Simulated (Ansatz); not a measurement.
Ansatz (a quantum-chemistry and plane-wave program) input (CCSD(T)/def2-SVPD):

Ansatz 0.2 input:
```yaml
crystal:
  periodic: [false, false, false]
  atoms:
    - {symbol: Au, position_ang: [-0.00000000, -0.00000000, -0.20006997]}
    - {symbol: F, position_ang: [0.00000000, 0.00000000, 1.75616975]}
basis:
  gaussian:
    orbitals: def2-SVPD
magnetization: {spin_polarized: false}
correlation: {method: ccsd_t, electrons: outside_noble_gas}
output: {forces: true}
```

End of the output:

```
mean field evaluation 16: about -6370.6159 eV, gradient 7.9e-1 eV
mean field evaluation 32: about -6363.7512 eV, gradient 2.1e-2 eV
mean field -6370.62011557 eV, -234.1159710859 hartree, gradient 3.5e-6 eV, S^2 0.000000; 0 other end points of the search recorded, 0 dependent functions left out
5 core orbitals not correlated
reference -6370.62011557 eV, -234.1159710859 hartree; 9, 9 occupied and 44, 44 virtual orbitals, 548 factors
densities: 0.13 GiB planned
second order -12.68268034 eV of doubles, -0.00000000 eV of singles
coupled cluster: 0.11 GiB planned
cycle   1  -11.94113444 eV  change    7.4e-1 eV  update   1.4e-1
cycle   2  -12.30099691 eV  change   -3.6e-1 eV  update   5.7e-2
cycle   3  -12.39210306 eV  change   -9.1e-2 eV  update   4.1e-2
cycle   4  -12.41378584 eV  change   -2.2e-2 eV  update   2.2e-2
cycle   5  -12.39970164 eV  change    1.4e-2 eV  update   1.1e-2
cycle   6  -12.40323604 eV  change   -3.5e-3 eV  update   5.6e-3
cycle   7  -12.40780727 eV  change   -4.6e-3 eV  update   2.6e-3
cycle   8  -12.40781801 eV  change   -1.1e-5 eV  update   1.2e-3
cycle   9  -12.40687899 eV  change    9.4e-4 eV  update   4.6e-4
cycle  10  -12.40729377 eV  change   -4.1e-4 eV  update   1.7e-4
cycle  11  -12.40713593 eV  change    1.6e-4 eV  update   7.1e-5
cycle  12  -12.40707452 eV  change    6.1e-5 eV  update   2.9e-5
cycle  13  -12.40709957 eV  change   -2.5e-5 eV  update   1.4e-5
cycle  14  -12.40709402 eV  change    5.5e-6 eV  update   4.0e-6
cycle  15  -12.40709561 eV  change   -1.6e-6 eV  update   2.0e-6
coupled cluster: 0.11 GiB planned
perturbative correction -0.32890667 eV, -0.0120870972 hartree
the calculation of the forces begins
Total energy: -6383.35611785 eV, -234.5840105369 hartree
Atom 0 at    -0.000000    -0.000000    -0.200070 Å, force     0.000000    -0.000000    -0.392881 eV/Å
Atom 1 at     0.000000     0.000000     1.756170 Å, force    -0.000000     0.000000     0.392881 eV/Å
Dipole moment:    -0.000000    -0.000000    -1.004170 e Å
```
